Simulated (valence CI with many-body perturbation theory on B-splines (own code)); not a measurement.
The numbers below are computed, except where a source is named.
# Sensitivity of CI+MBPT for Pt⁷⁺

Method: relativistic CI+MBPT: three valence electrons over a frozen Dirac-Fock core [Xe] 4f14, radial functions for each j: 6 s, 6 p, 5 d, 5 f, 1 g, with the one-electron correlation potential Σ1, the two-electron term Σ2, the three-electron term Σ3, Breit, model QED; selected CI, second order for the rest, scaled by the run's own slope (own B-spline code, finite nucleus).

No measured spectrum was set against this ion. As an estimate, terms of the open shell hold to 2 to 4 % of their energy, and close levels can change places; different configurations can be misplaced against each other by 1,000 to 8,000 cm⁻¹. Only levels of the ground parity were solved; by the run's estimate the other parity begins above the list, which can be wrong where configurations are misplaced.

The reference run has the lowest level 5d³ ⁴F_3/2 and an ionisation energy of 109.577 eV. Its largest variational space holds 3953 state functions.

Names give the largest LS component (configuration and term), which can be under half, so a name can repeat, a term be missing and a line seem to break the LS rules; names also repeat where a configuration has a term twice. Letters in brackets count levels of one name in rising energy.

Changed runs:
A. scale of Σ1 1 → 1.1
B. core polarisation of operators on → off
C. selection threshold (hartree) 2e-08 → 2e-07
D. logarithmic knot step 0.27 → 1.1 (bad on purpose)

Excitation energies of the reference run in cm⁻¹, and shifts in cm⁻¹:

```csv
Level,Reference,A,B,C,D
5d³ ⁴F_5/2,9961,+70,0,0,+2963
5d³ ⁴F_7/2,16958,+95,0,0,+3829
5d³ ⁴P_3/2,19388,+57,0,+0.1,+2549
5d³ ⁴F_9/2,20639,+89,0,0,+3437
5d³ ⁴P_1/2,22635,+72,0,0,+3020
5d³ ²G_7/2,31931,+135,0,0,+5546
5d³ ²H_9/2,33408,+149,0,0,+6239
5d³ ⁴P_5/2,34012,+126,0,0,+4999
5d³ ²D_3/2 [a],38853,+152,0,0,+6217
5d³ ²P_1/2,40687,+159,0,+0.1,+7062
5d³ ²H_11/2,43487,+162,0,+0.2,+6563
5d³ ²D_5/2 [a],47417,+169,0,0,+6340
Ionisation energy (eV),109.577,+0.170,0,0,+5.508
```

No effect on these energies: B.
